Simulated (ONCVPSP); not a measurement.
nickel: variants of one ONCV potential

Base potential:

Ni (Z = 28), optimised norm-conserving Vanderbilt (ONCV), made with ONCVPSP 4.0.1 (LDA (Perdew-Zunger), fully relativistic). Core [Ne], reference 3s2 3p6 3d8 (charge +2). Waves: 3s: rc 1.05 bohr, ncon 3, nbas 7, qcut 9.7 1/bohr, 3 projectors, debl 1.5 Ha; 3p: rc 1.15 bohr, ncon 4, nbas 7, qcut 10.8 1/bohr, 2 projectors, debl 0.5 Ha; 3d: rc 0.90 bohr, ncon 3, nbas 7, qcut 18 1/bohr, 2 projectors, debl 3.9 Ha. Local part: polynomial inside 0.70 bohr (lpopt 5, dvloc0 3 Ha). Core correction: none.

Open shells are filled in proportion to 2j + 1.

In the s channel the program set the typed energies aside and used -4.786, 0.250, 1.750 Ha. In the p channel the program set the typed energies aside and used -3.319, 0.250 Ha (j = l + 1/2; the other j can differ).

Cutoffs, loose and tight: the cutoffs (Ha) at which the residual kinetic energy of the hardest occupied pseudo-wave falls to 1 and 0.1 mHa per electron. They do not see the model core or the augmentation charge, which bear on the density cutoff. Test errors are all-electron minus pseudo excitation energies from the reference, over the configurations 3s2 3p6 3d8 4s2; 3s2 3p6 3d8 4s1; 3s2 3p6 3d7; 3s2 3p6 3d9 4s1. A dash means not determined; rows that change the core or the reference have their own tests.

1 further variants are left out, since the program set their typed debl aside.

| change | outcome | cutoff, loose | cutoff, tight | bound ghosts | GHOST(+) flags above zero | largest test error (meV) |
| --- | --- | --- | --- | --- | --- | --- |
| base | generated, projector energies reset by the program | 116 Ha | 132 Ha | none | none | +5.3 |
| core correction Teter function fitted to the true core (icmod 2), fcfact 0.2 | generated, projector energies reset by the program | 116 Ha | 132 Ha | none | none | +5.2 |
| d: rc 0.82 | generated, projector energies reset by the program | 123 Ha | 140 Ha | none | none | +4.4 |
| local potential polynomial inside 0.70 bohr (lpopt 5, dvloc0 6.5 Ha) | generated, projector energies reset by the program | 116 Ha | 132 Ha | none | s | +5.4 |
| local potential polynomial inside 0.60 bohr (lpopt 5, dvloc0 -1 Ha) | generated, projector energies reset by the program | 116 Ha | 132 Ha | none | s | +5.3 |
| core [Ar], valence charge 10; reference 3d8 4s2; waves now 4s: rc 2.15 bohr, ncon 4, nbas 9, qcut 3.4 1/bohr, 2 projectors, debl 1.9 Ha; p scattering state at 0.44 Ha: rc 2.35 bohr, ncon 4, nbas 6, qcut 3.1 1/bohr, 2 projectors, debl 2.5 Ha; 3d: rc 0.80 bohr, ncon 4, nbas 7, qcut 12.4 1/bohr, 3 projectors, debl 0.8 Ha; local potential polynomial inside 0.60 bohr (lpopt 2, dvloc0 4 Ha) | failed: test_data: must have ncon+3 <= nbas <= ncon+5, l= 1 | – | – | – | – | – |
| s: qcut 7.5; p: qcut 8.3; d: qcut 13.9 | generated, projector energies reset by the program | 87 Ha | 135 Ha | none | s | +3.4 |
| scalar-relativistic | generated, projector energies reset by the program | 116 Ha | 132 Ha | none | none | +5.0 |
| s: nproj 1 | generated, projector energies reset by the program | 116 Ha | 132 Ha | none | none | +944 |

What comes out with this change to the base: d: qcut 26.1?

outcome: generated, projector energies reset by the program; cutoff, loose: 147 Ha; cutoff, tight: 173 Ha; bound ghosts: none; GHOST(+) flags above zero: none; largest test error (meV): +4.2.
